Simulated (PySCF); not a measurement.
**Correlation energy of Rh²⁺ (rhodium, charge +2)**

[Kr] 4d6 5s1, 5s spin antiparallel (an excited configuration). All numbers are calculated (PySCF 2.14, a scalar-relativistic core potential, in aug-cc-pVTZ-PP with ECP28MDF). Frozen: 4s2 4p6; 7 electrons correlated.

MP2 pair energies summed by pair of shells (mhartree):

```csv
pair,energy,share (%)
4d-4d,-107.70,74.4
4d-5s,-37.13,25.6
```

Total MP2 correlation energy: -144.83 mhartree.

Same-spin part -66.80 and opposite-spin part -78.03 mhartree; SCS-MP2 scales them by 1/3 and 6/5 to -115.90 mhartree.
